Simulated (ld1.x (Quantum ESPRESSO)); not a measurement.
# Building the PAW potential for Ga (PBE, fully relativistic).

ld1.x (Quantum ESPRESSO) 7.5 input, shortened:

```
&input
   title='Ga', zed=31., rel=2, dft='PBE', iswitch=3,
   config='[Ar] 3d10 4s2 4p0', rel_dist='average'
 /
 &inputp
   pseudotype=3, lpaw=.true., tm=.true., lloc=-1, rcloc=1.75,
   nlcc=.true., new_core_ps=.true., rcore=0.65,
   which_augfun='PSQ', rmatch_augfun_nc=.true.
 /
6
4S  1  0   2.00   0.00  1.50  1.70  0.0
4S  1  0   0.00   0.90  1.50  1.70  0.0
4P  2  1   0.00   0.00  2.10  2.95  0.0
4P  2  1   0.00   0.03  2.10  2.95  0.0
3D  3  2  10.00   0.00  1.00  1.35  0.0
3D  3  2   0.00  -1.00  1.00  1.35  0.0
 &test
   configts(1)='3d10 4s2 4p0'
 /
```

Open shells are filled in proportion to 2j + 1 (rel_dist='average').

All-electron outer shells of the reference configuration (PBE, scalar-relativistic, ld1.x):

```tsv
shell	level (eV)	outermost node (bohr)	outermost maximum (bohr)
3p	-107.14	0.24	0.56
3d	-27.42	–	0.53
4s	-16.33	0.80	1.85
4p	-9.07	0.87	2.32
```

(1) Tests: 3d10 4s2 4p1; 3d10 4s1 4p0; 3d10 4s0 4p0; 3d10 4s2 4p1.3; 3d9 4s2 4p2; 3d10 4s2 4p0.5; 3d10 4s0 4p3. Which has the largest error in its energy relative to the reference configuration, and how large is it?

The ghost test of this file was not conclusive.

Results:

(1) 3d9 4s2 4p2, with -183 meV (all-electron minus pseudo) on +14.62 eV.
